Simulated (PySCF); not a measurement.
# CuF: one state, many levels of theory

State: ¹Σ⁺ (singlet), closed shell. Set-up: basis Cu def2-TZVPPD, F def2-TZVPPD; no relativity; PySCF 2.14. De refers to Cu (3d10 4s1) + F in their high-spin ground configurations, without counterpoise correction. A positive dipole means Cu(−)F(+).

| Level | Re (Å) | ωe (cm⁻¹) | De (eV) | μ (D) |
| --- | --- | --- | --- | --- |
| RHF | 1.824 | 557 | n/a | -6.64 |
| RHF-MP2 | 1.751 | 595 | n/a | n/a |
| RHF-SCS-MP2 | 1.767 | 581 | n/a | n/a |
| RHF-CCSD | 1.781 | 579 | 4.03 | n/a |
| RHF-CCSD(T) | 1.778 | 574 | 4.14 | n/a |
| PBE | 1.760 | 594 | 4.36 | -4.61 |
| BP86 | 1.756 | 600 | 4.32 | -4.57 |
| TPSS | 1.753 | 606 | 4.25 | -4.70 |
| r²SCAN | 1.742 | 621 | 4.22 | -4.81 |
| M06-L | 1.748 | 628 | 4.30 | -4.80 |
| PBE0 | 1.764 | 596 | 3.97 | -5.28 |
| M06 | 1.749 | 619 | 4.01 | -5.05 |
| M06-2X | 1.797 | 594 | 4.03 | -5.79 |
| ωB97X-V | 1.770 | 597 | 4.28 | -5.48 |

Task: Which functional lies closest to RHF-CCSD(T) in De, which farthest, and by how much do they differ from it?

Result: Closest is r²SCAN (-3.6 pm in Re, +8.2 % in ωe, +0.08 eV in De against RHF-CCSD(T) in the same basis), farthest PBE (-1.8 pm in Re, +3.5 % in ωe, +0.22 eV in De). CCSD(T) converges more slowly with the basis than the functionals do and binds too weakly in this one, so the order can change at the basis-set limit.

Task: What does the triples do here, going from RHF-CCSD to RHF-CCSD(T)?

Result: RHF-CCSD(T) less RHF-CCSD: -0.3 pm in Re, -0.9 % in ωe, +0.11 eV in De. Correlation nearly always deepens the well. The bond shortens, as in weak, metallic or heavy-atom bonds, where dispersion and the correlation of outer-core electrons pull the atoms together.

Task: What does all correlation do here, going from RHF to RHF-CCSD(T)?

Result: RHF-CCSD(T) less RHF: -4.6 pm in Re, +3.1 % in ωe. Correlation nearly always deepens the well. The bond shortens, as in weak, metallic or heavy-atom bonds, where dispersion and the correlation of outer-core electrons pull the atoms together.

Measured (Huber and Herzberg, Constants of Diatomic Molecules (1979)): Re = 1.74493 Å, ωe = 622.65 cm⁻¹.

Correlated steps freeze 6 core orbitals. Where the molecule has an RHF reference, its open-shell atoms are computed with UHF. The CCSD T1 diagnostic is raised, a sign that a single reference may not be enough here.

The whole job (state search and all levels along the bond) took about 18 min on 2 threads of Arm Neoverse N1 (shared host), peak memory 4 GiB.
